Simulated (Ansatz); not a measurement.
Cost and result for the atomization energy of `CC(C)(C)O[Si]OC(C)(C)C` (29 atoms, 28 bonds).

```xyz
29

C     0.1840   -1.8067    1.6541
C     1.0724   -2.0433    0.4423
C     1.6180   -3.4612    0.4498
C     2.2090   -1.0335    0.3923
O     0.2869   -1.9316   -0.7511
Si   -0.6195   -0.8282   -1.5410
O    -0.5190    0.4914   -0.5442
C    -1.0952    1.7932   -0.6402
C     0.0278    2.7841   -0.3769
C    -2.1607    1.8934    0.4409
C    -1.7062    2.0398   -2.0127
H     0.7537   -1.9522    2.5751
H    -0.6504   -2.5116    1.6529
H    -0.2135   -0.7915    1.6457
H     2.2351   -3.6323    1.3349
H     2.2270   -3.6371   -0.4391
H     0.7981   -4.1821    0.4519
H     2.8555   -1.1476    1.2657
H     2.8135   -1.1913   -0.5037
H     1.8178   -0.0159    0.3776
H    -0.3486    3.8094   -0.3916
H     0.8041    2.6897   -1.1393
H     0.4785    2.5935    0.5992
H    -2.9557    1.1664    0.2601
H    -1.7249    1.6905    1.4212
H    -2.6034    2.8919    0.4577
H    -2.5157    1.3361   -2.2200
H    -0.9553    1.9345   -2.7996
H    -2.1133    3.0522   -2.0620
```

Charge 0, multiplicity 1. All single points use the PBE0-D4/def2-TZVP geometry. It is one conformer, not always the lowest. Program: Ansatz. All runs use 4 threads of an AMD EPYC 7R13 on a shared host and a share of an NVIDIA H100 80 GB. Times are those of one run each, without the atoms' runs, and a repeat can differ threefold. Electronic energies, without spin–orbit coupling; frozen cores. CCSD(T)/CBS adds CCSD(T) − MP2 in def2-TZVPP to the MP2 limit, and its time is that of the two runs behind it. T1 = 0.012. B3LYP takes the VWN-RPA correlation (the form of Gaussian; ORCA's B3LYP/G).

CCSD(T)/CBS is a level of theory with its own doubt, some kJ/mol a heavy atom from the limit and from the frozen cores, so smaller differences don't rank the functionals.

| level | functions | wall time |
| --- | --- | --- |
| B97M-V/def2-TZVPP | 604 | 9 s |
| PBE-D4/def2-TZVPP (with forces) | 604 | 9.5 s |
| revPBE-D4/def2-TZVPP | 604 | 10 s |
| CCSD(T)/def2-SVP | 248 | 10 s |
| CAM-B3LYP-D4/def2-TZVPP | 604 | 12 s |
| ωB97X-V/def2-TZVPP | 604 | 12 s |
| B2PLYP/def2-TZVPP | 604 | 12 s |
| r2SCANh-D4/def2-TZVPP | 604 | 13 s |
| BLYP-D4/def2-TZVPP | 604 | 14 s |
| B3LYP-D4/def2-TZVPP (with forces) | 604 | 20 s |
| MP2/def2-QZVPP | 1180 | 23 s |
| CCSD(T)/def2-TZVPP | 604 | 7.5 min |
| CCSD(T)/CBS(def2) | – | 7.8 min |

**Question.** What atomization energy does each give, and how far from CCSD(T)/CBS? (Estimate.)

**Answer.** Ansatz gave: 
```
                            level  atomization (kcal/mol)  difference from CCSD(T)/CBS  per bond
                B97M-V/def2-TZVPP                  2815.1                          4.0       0.1
  PBE-D4/def2-TZVPP (with forces)                  2862.2                         51.1       1.8
             revPBE-D4/def2-TZVPP                  2800.2                        -10.9      -0.4
                 CCSD(T)/def2-SVP                  2692.2                       -118.9      -4.2
          CAM-B3LYP-D4/def2-TZVPP                  2824.8                         13.7       0.5
               ωB97X-V/def2-TZVPP                  2814.9                          3.8       0.1
                B2PLYP/def2-TZVPP                  2779.3                        -31.8      -1.1
            r2SCANh-D4/def2-TZVPP                  2802.3                         -8.8      -0.3
               BLYP-D4/def2-TZVPP                  2800.4                        -10.7      -0.4
B3LYP-D4/def2-TZVPP (with forces)                  2810.0                         -1.1       0.0
                   MP2/def2-QZVPP                  2823.3                         12.2       0.4
               CCSD(T)/def2-TZVPP                  2748.0                        -63.1      -2.3
                CCSD(T)/CBS(def2)                  2811.1                          0.0       0.0
```

Leaving LDA and LC-ωPBE aside and taking each functional with its dispersion term where it has one, the values, not all of them listed here, spread over 122.2 kcal/mol, from BHLYP-D4 to PBE-D4. LDA lies +361.0 kcal/mol from PBE without D4, its usual overbinding. From BLYP to BHLYP (50 % exact exchange), in def2-TZVPP and without D4, the atomization energy moves by −41.2 kcal/mol: exact exchange takes away binding that semilocal exchange gives to molecules. The D4 term adds +30.1 kcal/mol with B3LYP and +16.4 kcal/mol with PBE0; it sums over pairs of atoms, weighted by their polarisabilities, and B3LYP, whose exchange is more repulsive, gets the larger term.
